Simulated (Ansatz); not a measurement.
Consider the formal exchange of groups at a B–C bond: `CBCF` + `CF` → `FCBCF` + CH₄.

Isolated molecules relaxed with PBE0-D4/def2-TZVP in Ansatz; ΔE leaves out vibrations. CCSD(T)/CBS is the MP2 limit (def2-TZVPP, def2-QZVPP) plus CCSD(T) − MP2 in def2-TZVPP, frozen cores. This one scheme is used for every species. DFT in def2-TZVPP. B3LYP here is the variant with VWN-RPA as its local correlation; programs differ in this. HSE06 is defined as in plane-wave codes. One conformer a species, not always the lowest.

```
             level  ΔE (kcal/mol)  difference from CCSD(T)/CBS
       LDA (SPW92)           -2.2                         -1.7
            PBE-D4           -1.6                         -1.1
         revPBE-D4           -1.5                         -1.0
           BLYP-D4           -1.8                         -1.3
         r2SCAN-D4           -1.6                         -1.1
           PBE0-D4           -1.0                         -0.5
          B3LYP-D4           -1.4                         -0.9
        r2SCANh-D4           -1.4                         -0.9
        r2SCAN0-D4           -1.1                         -0.6
          HSE06-D4           -1.0                         -0.5
          BHLYP-D4           -0.9                         -0.4
      CAM-B3LYP-D4           -1.5                         -1.0
           ωB97X-V           -1.2                         -0.7
           ωB97M-V           -1.3                         -0.8
            B2PLYP           -0.9                         -0.4
          PBE-QIDH           -0.4                          0.1
               PBE           -1.5                         -1.0
            revPBE           -1.1                         -0.6
              BLYP           -1.6                         -1.1
            r2SCAN           -1.6                         -1.1
              PBE0           -0.9                         -0.4
             B3LYP           -1.2                         -0.7
           r2SCANh           -1.4                         -0.9
           r2SCAN0           -1.0                         -0.5
             BHLYP           -0.8                         -0.3
         CAM-B3LYP           -1.3                         -0.8
           LC-ωPBE           -1.0                         -0.5
RPA@PBE/def2-TZVPP           -0.2                          0.3
       HF/def2-SVP           -0.5                          0.0
      MP2/def2-SVP           -0.8                         -0.3
     CCSD/def2-SVP           -1.0                         -0.5
  CCSD(T)/def2-SVP           -1.1                         -0.6
    MP2/def2-TZVPP           -0.2                          0.3
   CCSD/def2-TZVPP           -0.4                          0.1
CCSD(T)/def2-TZVPP           -0.5                          0.0
     HF/def2-QZVPP            0.3                          0.8
    MP2/def2-QZVPP           -0.2                          0.3
      HF/CBS(def2)            0.3                          0.8
     MP2/CBS(def2)           -0.2                          0.3
    CCSD/CBS(def2)           -0.4                          0.1
       CCSD(T)/CBS           -0.5                            0
```

Largest T1 diagnostic among the species: 0.011.

Leaving LDA and LC-ωPBE aside and taking each functional with its dispersion term where it has one, the values spread over 1.4 kcal/mol, from BLYP-D4 to PBE-QIDH. LDA lies −0.7 kcal/mol from PBE without D4. From BLYP to BHLYP (50 % exact exchange), in def2-TZVPP and without D4, ΔE moves by +0.8 kcal/mol.
